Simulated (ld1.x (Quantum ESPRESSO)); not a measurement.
# An all-electron radial function and its pseudo partner (titanium)

Columns: radius, all-electron u(r) and pseudo u(r) of the 4p shell (level -1.48 eV) of titanium in the configuration [Ne] 3s2 3p6 3d2 4s2 4p0; PBE, non-relativistic, PAW scheme, ld1.x (Quantum ESPRESSO) 7.5.

```tsv
r (bohr)	all-electron	pseudo
0.168	0.1055	-0.0558
0.335	0.0212	-0.2027
0.503	-0.1028	-0.3912
0.670	-0.1721	-0.5556
0.838	-0.1812	-0.6432
1.005	-0.1474	-0.6262
1.172	-0.0897	-0.5126
1.340	-0.0212	-0.3359
1.508	0.0493	-0.1432
1.675	0.1166	0.0243
1.842	0.1788	0.1480
2.010	0.2351	0.2299
2.178	0.2849	0.2847
2.345	0.3280	0.3280
2.512	0.3650	0.3650
2.680	0.3965	0.3965
2.848	0.4224	0.4224
3.015	0.4431	0.4431
3.182	0.4590	0.4590
3.350	0.4706	0.4706
3.518	0.4781	0.4781
3.685	0.4821	0.4821
3.852	0.4830	0.4830
4.020	0.4811	0.4811
4.188	0.4769	0.4769
4.355	0.4707	0.4707
```

(1) How many radial nodes do the two functions have?

(2) At about which radius was the pseudo-wave matched?

(3) Is the pseudo-wave norm-conserving?

Answers

(1) The all-electron 4p function has n − l − 1 = 2; the pseudo-wave has 1, since 1 lower shell of the same l stays in the valence.

(2) 2.30 bohr, where the columns begin to agree (steps of 0.17 bohr).

(3) No, it belongs to a PAW set: the norm inside the radius is not constrained, and the difference is carried by the augmentation charge.
